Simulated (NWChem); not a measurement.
# AlH$_{2}$F; SMILES [F][AlH2]

Computed with NWChem. Pople sets run with spherical d functions. Structure relaxed at the PBE-D3(BJ)/def2-SVP level. Static field.

Problem. Estimate the computed values for BHandHLYP/6-31+G*. Quantities: isotropic polarisability (bohr³); anisotropy (bohr³).

Solution. 
```json
{
  "isotropic polarisability (bohr³)": "21.9",
  "anisotropy (bohr³)": "8.6"
}
```
